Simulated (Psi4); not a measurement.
H$_{4}$HfO$_{4}$, singlet, at a GFN2-xTB geometry (such geometries of metal compounds can be far from the true shape) (core potentials on Hf).

Input for Psi4:
```
memory 2 GB

molecule {
0 1
  Hf   -0.00000000   -0.00000000   -0.00000000
  O     1.79081072   -0.22160625   -0.50114263
  H     2.00040917    0.32543936   -1.26752251
  O     0.09737753    0.18678386    1.86088304
  H     1.01629506    0.22252876    2.15215851
  O    -0.59378873    1.36890887   -1.13170657
  H    -1.45429680    1.15011577   -1.50877946
  O    -1.29439952   -1.33408649   -0.22803385
  H    -1.56240743   -1.69808389    0.62414347
}

set basis def2-sv(p)

energy('bhhlyp')
print_variables()
```

**Question.** What does this run give for the number of basis functions, nuclear repulsion energy, total energy, dipole moment?

**Answer.** 
```
Property                          Value
-------------------------  ------------
number of basis functions            89
nuclear repulsion energy    219.3420 Eh
total energy               -350.9644 Eh
dipole moment                    0.00 D
```
